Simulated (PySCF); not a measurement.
Members of one series of related molecules.

All values: PBE0/pcSseg-1 (PySCF) at GFN2-xTB geometries, gas phase, one conformer each.

Problem. Rank by HOMO–LUMO gap, highest first.
A. `C#C[Si@@H](CCl)C(Cl)Cl`
B. `CC#C[SiH2][Si@@H](CCl)C(Cl)Cl`
C. `C(C)#C[Si@H]([SiH2]Cl)C(Cl)Cl`

Solution. A (7.42 eV), B (6.97 eV), C (6.78 eV).

Problem. Rank by dipole moment, lowest first.
A. `[CH3:1][C:2]#[C:3][Si@H:4]([SiH2:5][Cl:6])[CH:7]([Cl:8])[Cl:9]` with C3–Si4–Si5–Cl6 -179°, C3–Si4–C7–Cl8 66°
B. `[CH3:1][C:2]#[C:3][Si@H:4]([CH2:5][Cl:6])[CH:7]([Cl:8])[Cl:9]` with C3–Si4–C5–Cl6 179°, C3–Si4–C7–Cl8 55°
C. `[CH3:1][C:2]#[C:3][SiH2:4][Si@@H:5]([CH2:6][Cl:7])[CH:8]([Cl:9])[Cl:10]` with C3–Si4–Si5–C6 -165°, Si4–Si5–C6–Cl7 -60°, Si4–Si5–C8–Cl9 -177°
D. `[CH3:1][C:2]#[C:3][Si@@H:4]([CH2:5][Cl:6])[C@H:7]([F:8])[Cl:9]` with C3–Si4–C5–Cl6 -65°, C3–Si4–C7–F8 -173°
E. `[CH:1]#[C:2][Si@@H:3]([CH2:4][Cl:5])[CH:6]([Cl:7])[Cl:8]` with C2–Si3–C4–Cl5 180°, C2–Si3–C6–Cl7 66°

Solution. E (2.26 D), D (2.94 D), C (3.12 D), B (3.32 D), A (4.44 D).

Problem. Rank by the lowest Hirshfeld charge on any atom, lowest value first.
A. `CC#C[Si@H](CCl)C(Cl)Cl`
B. `CC#C[Si@H](C)C(Cl)Cl`
C. `C#C[Si@@H](CCl)C(Cl)Cl`

Solution. B (-0.211 e), A (-0.194 e), C (-0.162 e).

All values together:

```
                       SMILES                           change     formula  μ (D)  HOMO (eV)  LUMO (eV)  lowest IAO charge (e)  highest IAO charge (e)  lowest Hirshfeld charge (e)  highest Hirshfeld charge (e)
       CC#C[Si@H](CCl)C(Cl)Cl                           parent   C5H7Cl3Si   3.32      -7.89      -0.44             -0.533 (C)             +0.945 (Si)                   -0.194 (C)                   +0.349 (Si)
   CC#C[Si@H](CCl)[SiH](Cl)Cl                 C replaced by Si  C4H7Cl3Si2   3.47      -7.83      -0.92             -0.517 (C)             +0.684 (Si)                   -0.190 (C)                   +0.274 (Si)
            CC#C[SiH](CCl)CCl  terminal Cl group replaced by H   C5H8Cl2Si   3.21      -7.73      -0.23             -0.529 (C)             +0.943 (Si)                   -0.192 (C)                   +0.364 (Si)
CC#C[SiH2][Si@@H](CCl)C(Cl)Cl   SiH2 inserted into a C-Si bond  C5H9Cl3Si2   3.12      -7.77      -0.80             -0.514 (C)             +0.625 (Si)                   -0.189 (C)                   +0.253 (Si)
       C#C[Si@@H](CCl)C(Cl)Cl   terminal C group replaced by H   C4H5Cl3Si   2.26      -8.15      -0.73             -0.532 (C)             +0.945 (Si)                   -0.162 (C)                   +0.358 (Si)
  CC#C[Si@H]([SiH2]Cl)C(Cl)Cl                 C replaced by Si  C4H7Cl3Si2   4.44      -7.78      -1.00             -0.442 (C)             +0.627 (Si)                   -0.193 (C)                   +0.264 (Si)
         CC#C[Si@H](C)C(Cl)Cl  terminal Cl group replaced by H   C5H8Cl2Si   3.18      -7.72      -0.36             -0.717 (C)             +0.942 (Si)                   -0.211 (C)                   +0.365 (Si)
   CC#C[Si@@H](CCl)[C@H](F)Cl                 Cl replaced by F  C5H7Cl2FSi   2.94      -7.85      -0.33             -0.533 (C)             +0.938 (Si)                   -0.192 (C)                   +0.355 (Si)
```

Conformers: `[CH3:1][C:2]#[C:3][Si@H:4]([CH2:5][Cl:6])[CH:7]([Cl:8])[Cl:9]` with C3–Si4–C5–Cl6 179°, C3–Si4–C7–Cl8 55°; `[CH3:1][C:2]#[C:3][Si@H:4]([CH2:5][Cl:6])[SiH:7]([Cl:8])[Cl:9]` with C3–Si4–C5–Cl6 -179°, C3–Si4–Si7–Cl8 60°; `[CH3:1][C:2]#[C:3][SiH:4]([CH2:5][Cl:6])[CH2:7][Cl:8]` with C3–Si4–C5–Cl6 -175°, C3–Si4–C7–Cl8 -52°; `[CH3:1][C:2]#[C:3][SiH2:4][Si@@H:5]([CH2:6][Cl:7])[CH:8]([Cl:9])[Cl:10]` with C3–Si4–Si5–C6 -165°, Si4–Si5–C6–Cl7 -60°, Si4–Si5–C8–Cl9 -177°; `[CH:1]#[C:2][Si@@H:3]([CH2:4][Cl:5])[CH:6]([Cl:7])[Cl:8]` with C2–Si3–C4–Cl5 180°, C2–Si3–C6–Cl7 66°; `[CH3:1][C:2]#[C:3][Si@H:4]([SiH2:5][Cl:6])[CH:7]([Cl:8])[Cl:9]` with C3–Si4–Si5–Cl6 -179°, C3–Si4–C7–Cl8 66°; `[CH3:1][C:2]#[C:3][Si@H:4]([CH3:5])[CH:6]([Cl:7])[Cl:8]` with C3–Si4–C6–Cl7 63°; `[CH3:1][C:2]#[C:3][Si@@H:4]([CH2:5][Cl:6])[C@H:7]([F:8])[Cl:9]` with C3–Si4–C5–Cl6 -65°, C3–Si4–C7–F8 -173°.

Problem. Give the shifts from the parent, `CC#C[Si@H](CCl)C(Cl)Cl`.

Solution. 
```json
{"SMILES": "CC#C[Si@H](CCl)[SiH](Cl)Cl", "change in μ (D)": "+0.15", "change in HOMO (eV)": "+0.06", "change in LUMO (eV)": "-0.48"}
{"SMILES": "CC#C[SiH](CCl)CCl", "change in μ (D)": "-0.11", "change in HOMO (eV)": "+0.16", "change in LUMO (eV)": "+0.21"}
{"SMILES": "CC#C[SiH2][Si@@H](CCl)C(Cl)Cl", "change in μ (D)": "-0.20", "change in HOMO (eV)": "+0.12", "change in LUMO (eV)": "-0.36"}
{"SMILES": "C#C[Si@@H](CCl)C(Cl)Cl", "change in μ (D)": "-1.06", "change in HOMO (eV)": "-0.26", "change in LUMO (eV)": "-0.29"}
{"SMILES": "CC#C[Si@H]([SiH2]Cl)C(Cl)Cl", "change in μ (D)": "+1.12", "change in HOMO (eV)": "+0.11", "change in LUMO (eV)": "-0.56"}
{"SMILES": "CC#C[Si@H](C)C(Cl)Cl", "change in μ (D)": "-0.14", "change in HOMO (eV)": "+0.17", "change in LUMO (eV)": "+0.08"}
{"SMILES": "CC#C[Si@@H](CCl)[C@H](F)Cl", "change in μ (D)": "-0.38", "change in HOMO (eV)": "+0.04", "change in LUMO (eV)": "+0.11"}
```
